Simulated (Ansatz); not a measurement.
Ideal-gas functions of AgBr (`[Br][Ag]`) at 400 K and 1 bar, from an Ansatz frequency run at PBE0-D4/def2-TZVP.

Molar mass 187.77 g/mol, point group C∞v (symmetry number 1), electronic degeneracy 1, moments of inertia 266.306 u Å². Harmonic wavenumbers (cm⁻¹, unscaled): 241.

Use S(trans) = R[1.5 ln M + 2.5 ln T − 1.1517]; rotational temperatures θ = 24.2544 K / I; S(rot) = R[ln(T/σθ) + 1]; for each mode x = 1.438777 ν̃/T, S = R[x/(eˣ − 1) − ln(1 − e⁻ˣ)] and H = RT x/(eˣ − 1); 1 cm⁻¹ = 0.0119627 kJ/mol; R = 8.31446 J/(mol·K).

By hand: the entropy, in J/(mol·K).

Translation 180.3. Rotation: θ = 0.0911 K, giving 78.1. Vibration, mode by mode: 9.76, in all 9.8. Electronic 0.0. Sum 268.2 J/(mol·K).

By hand: H − E and G − E in kJ/mol, counted from the electronic energy.

Zero-point energy ½ × 241 × 0.0119627 = 1.4; thermal vibration 2.1; translation, rotation and pV give 3.5 RT = 11.6. H − E = 15.1 kJ/mol, and G − E = 15.1 − 400 × 268.2/1000 = -92.2 kJ/mol.

Vibration gives 4 % of the entropy.
